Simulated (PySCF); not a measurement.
C₂H₂F₂, SMILES C(/F)=C\F.

Coordinates come from a TPSSh-D3(BJ)/def2-SVP optimisation.

Two levels are set side by side: TDA-PBE/def2-SVPD (PySCF) and ADC(2)/aug-cc-pVDZ (PySCF). Vertical, same geometry; the bases differ. Differences are taken from unrounded values.

| quantity | ADC(2) |
|---|---|
| lowest singlet excitation (eV) | 6.86 |

Task: What does TDA-PBE give, and how far is it from ADC(2)? (Estimate from the structure and the level; the computed values follow.)

Result: 
```
quantity                        TDA-PBE  TDA-PBE minus ADC(2)
------------------------------  -------  --------------------
lowest singlet excitation (eV)     6.44                 -0.41
```

Functionals without exact exchange tend to place singlet excitations lower, as here. Differences between two approximate levels are no errors against the true value.

Rough cost on one machine, each run with all the roots and properties that it gave: ADC(2) against TDA-PBE about 10 times.
